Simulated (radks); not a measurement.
Results of a calculation; reference values are marked as such.
Coulomb parameter of the 5d shell of neutral hafnium in the model configuration [Xe] 4f14 5d1 6s2 6p1, as a second difference U = [E(n + 0.25) + E(n - 0.25) - 2 E(n)] / (0.25)^2 with all orbitals relaxed. "Bare": the charge of the atom changes with n. "Screened": the 6p shell takes up the change at fixed total charge, which measures U(5d,5d) + U(6p,6p) - 2 U(5d,6p). Code: a radial shooting solver on a logarithmic mesh with Libxc functionals. Model: scalar-relativistic Kohn-Sham, PBE, spin-unpolarised, spherical densities, finite nucleus; Fermi nuclear charge, rms radius 5.347 fm.

| case | configuration | E - E(n) (eV) |
|---|---|---|
| start | [Xe] 4f14 5d1 6s2 6p1 | 0.000 |
| bare +0.25 | [Xe] 4f14 5d1.25 6s2 6p1 | -1.017 |
| bare -0.25 | [Xe] 4f14 5d0.75 6s2 6p1 | 1.483 |
| screened +0.25 | [Xe] 4f14 5d1.25 6s2 6p0.75 | -0.624 |
| screened -0.25 | [Xe] 4f14 5d0.75 6s2 6p1.25 | 0.720 |

U(bare) = 7.455 eV, U(screened by 6p) = 1.534 eV, against the Slater integral F0(5d,5d) = 11.010 eV with frozen orbitals. The step up makes a negative ion, whose loosely bound charge lowers the bare value.
